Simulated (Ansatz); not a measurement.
CH8GaNSi, SMILES `CN[SiH2][GaH2]`, relaxed with RKS PBE0-D4/def2-TZVP in Ansatz 0.2.0 from a GFN2-xTB geometry. The force threshold is 0.005 eV/Å; the program also tests the step.

Total charge 0; spin multiplicity 1.

Start:

```xyz
12

C    -0.772   -0.316   -1.875
N     0.025   -0.165   -0.683
Si   -0.597    0.178    0.888
Ga    1.506    0.240    2.051
H    -0.268   -0.969   -2.590
H    -0.978    0.642   -2.366
H    -1.723   -0.767   -1.600
H     0.958    0.170   -0.892
H    -1.427    1.413    0.969
H    -1.524   -0.935    1.188
H     1.861    0.080    3.624
H     2.938    0.428    1.286
```

Q: How much energy does the relaxation release, and in how many steps? (Estimate.)

A: Computed: 0.16 eV, in 15 steps, 4 of them rejected.

Q: Which bonds change most? (An estimate is asked.)

A: The calculation gave: Ga4–H12 from 1.634 to 1.578 Å; Ga4–H11 from 1.621 to 1.574 Å; Si3–H10 from 1.479 to 1.493 Å; Si3–H9 from 1.490 to 1.504 Å.

Q: Give the relaxed structure. (Estimate.)

A: The calculation gave: 
```xyz
12

C    -0.868   -0.322   -1.910
N     0.082   -0.158   -0.830
Si   -0.389    0.154    0.799
Ga    1.582    0.241    2.181
H    -0.429   -0.896   -2.731
H    -1.240    0.627   -2.319
H    -1.734   -0.885   -1.551
H     0.977    0.194   -1.130
H    -1.179    1.420    0.984
H    -1.322   -0.933    1.220
H     1.507    0.161    3.751
H     3.013    0.398    1.535
```
